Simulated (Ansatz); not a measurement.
Coupled-cluster run, `[SH][Hf]([SH])([Cl])[Cl]`.

```yaml
crystal:
  periodic: [false, false, false]
  atoms:
    - {symbol: S, position_ang: [-1.158026, 1.994347, -0.471060]}
    - {symbol: Hf, position_ang: [0.384914, 0.188297, -0.053378]}
    - {symbol: S, position_ang: [-0.796177, -1.802586, -0.751948]}
    - {symbol: Cl, position_ang: [0.886489, 0.009994, 2.215287]}
    - {symbol: Cl, position_ang: [2.292184, 0.503847, -1.347083]}
    - {symbol: H, position_ang: [-1.797332, 1.698035, 0.680397]}
    - {symbol: H, position_ang: [0.187948, -2.591935, -0.272194]}
basis:
  gaussian: {orbitals: def2-TZVPP}
correlation: {method: ccsd_t}
```

```sh
$ ansatz run in.yaml --threads 4 --pin off --events-out ev --progress --plain --max-ram 10444MiB
```

Output of Ansatz, abridged:

```
Functional definition: HF
1498 factors; integrals over basis functions are off by at most 9.7e-4 eV
mean field evaluation 1: about -47971.3279 eV, gradient 3.0e1 eV
mean field evaluation 2: about -47971.5426 eV, gradient 3.1e1 eV
mean field evaluation 4: about -47974.6626 eV, gradient 3.2e0 eV
mean field evaluation 8: about -47974.7344 eV, gradient 3.4e-1 eV
mean field evaluation 16: about -47974.7355 eV, gradient 1.5e-6 eV
mean field -47974.73547309 eV, -1763.0390101924 hartree, gradient 1.5e-6 eV, S^2 0.000000; 0 other end points of the search recorded, 0 dependent functions left out
20 core orbitals not correlated: weight in the atoms' cores, before any rotation towards them, 1.000 or more for the frozen orbitals, at most 0.000 for the correlated occupied ones
reference -47974.73547309 eV, -1763.0390101924 hartree; 20, 20 occupied and 212, 212 virtual orbitals, 1498 factors
second order -28.62283882 eV of doubles, -0.00000000 eV of singles
cycle   1  -29.22412984 eV  change   -6.0e-1 eV  update   1.5e-1
cycle   2  -29.86380284 eV  change   -6.4e-1 eV  update   5.9e-2
cycle   3  -30.10396840 eV  change   -2.4e-1 eV  update   2.9e-2
cycle   4  -30.08689072 eV  change    1.7e-2 eV  update   8.0e-3
cycle   5  -30.08025175 eV  change    6.6e-3 eV  update   3.2e-3
cycle   6  -30.08057363 eV  change   -3.2e-4 eV  update   1.0e-3
cycle   7  -30.08045095 eV  change    1.2e-4 eV  update   4.9e-4
cycle   8  -30.08050937 eV  change   -5.8e-5 eV  update   1.6e-4
cycle   9  -30.08061578 eV  change   -1.1e-4 eV  update   7.2e-5
cycle  10  -30.08060043 eV  change    1.5e-5 eV  update   2.1e-5
perturbative correction -1.46885786 eV, -0.0539795306 hartree
Total energy: -48006.28493137 eV, -1764.1984313994 hartree
```

Hardware: 4 threads of an Intel Xeon 6975P-C on a shared host. Wall time 68 s, peak host memory 5.7 GiB.

Correlation energy per correlated electron: -0.789 eV. T1 diagnostic: 0.0152.
